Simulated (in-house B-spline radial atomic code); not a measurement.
**One electron outside the [He] 2s2 2p6 core: Ir66+**

Computed with an all-electron radial atomic-structure program (B-spline basis), no-pair Dirac-Coulomb Hamiltonian, finite nucleus. Rungs: frozen-core Dirac-Hartree-Fock (DHF); Brueckner orbitals from the second-order correlation potential; the same with the Coulomb interaction screened by the core and the hole-particle interaction summed; Breit and QED terms from differences of relaxed Dirac-Fock atoms, where computed. Partial waves beyond l = 6 are extrapolated. The tables show a selection of states; those near core-excited levels, with erratic corrections or far from their DHF start are never shown.

Command:
```bash
python run_mb.py task.json out
```
Settings (nuclear radius in fm, box in bohr, cutoff in hartree):
```
basis_form          2
Z                   77
core_configuration  [He] 2s2 2p6
rms_radius          5.4032
mass_number         193
speed_of_light      137.036
box_radius          3.152
lmax                6
intervals           57
virtual_cutoff      11858.0
```

Run time, properties included: 31 s on 1 thread of Arm Neoverse V1, on a shared host.

Removal energies (eV):

```csv
state,DHF,second order,screened,Breit + QED,final
3s1/2,7863.82,7864.79,7864.78,-13.2,7851.61
3p1/2,7692.79,7694.07,7694.06,-12.5,7681.59
3p3/2,7236.77,7237.83,7237.82,-7.37,7230.45
3d3/2,7037.86,?,?,?,?
3d5/2,6933.31,6934.44,6934.44,-2.75,6931.69
4s1/2,4272.54,?,?,?,?
4p1/2,4201.99,4202.54,4202.53,-4.91,4197.62
4p3/2,4015.31,4015.78,4015.77,-2.94,4012.83
4d3/2,3939.66,3940.12,3940.12,-1.96,3938.16
4d5/2,3894.63,3895.03,3895.03,-1.01,3894.02
```

(1) What does correlation do to 4s1/2?

(2) What does correlation do to 3d3/2?

(3) How does the lowest state compare with the NIST ionisation energy?

Electric-dipole lines from 3s1/2 (reduced matrix elements in atomic units, length form, static core polarisation, sign of DHF taken positive):

```json
{"upper": "3p1/2", "DHF": "0.1348", "+ core polarisation": "0.1338", "+ Brueckner": "0.1338", "λ (nm)": "7.2923", "A (s⁻¹)": "4.68e+10"}
{"upper": "3p3/2", "DHF": "0.1994", "+ core polarisation": "0.198", "+ Brueckner": "0.198", "λ (nm)": "1.996", "A (s⁻¹)": "2.5e+12"}
```

(4) What radiative lifetime does 3d3/2 get from its electric-dipole decays?

Magnetic hyperfine constants per unit nuclear g factor (MHz, nucleus as a uniformly magnetised ball; they apply to isotopes with nuclear spin):

```
state        DHF  + core polarisation  + Brueckner
3s1/2  7.263e+06            7.408e+06    7.413e+06
3p1/2  2.421e+06            2.472e+06    2.473e+06
3p3/2     256100               251900       252100
4s1/2   2.94e+06            2.992e+06    2.994e+06
4p1/2     994500            1.012e+06    1.013e+06
4p3/2     106800               104700       104700
```

Answers

(1) It adds 0.4401 eV to the removal energy in second order and 0.4349 eV with screening; Breit and QED add -5.21 eV, for a final 4267.77 eV.

(2) It adds 1.323 eV to the removal energy in second order and 1.316 eV with screening; Breit and QED add -5.29 eV, for a final 7033.89 eV.

(3) 3s1/2 is bound by 7851.6 eV, without recoil; NIST lists 7850 ± 40 eV (tabulated theory), a difference of +1.6 eV.

(4) The rates to lower computed states sum to 2e+12 s⁻¹, a lifetime of 0.000501 ns.
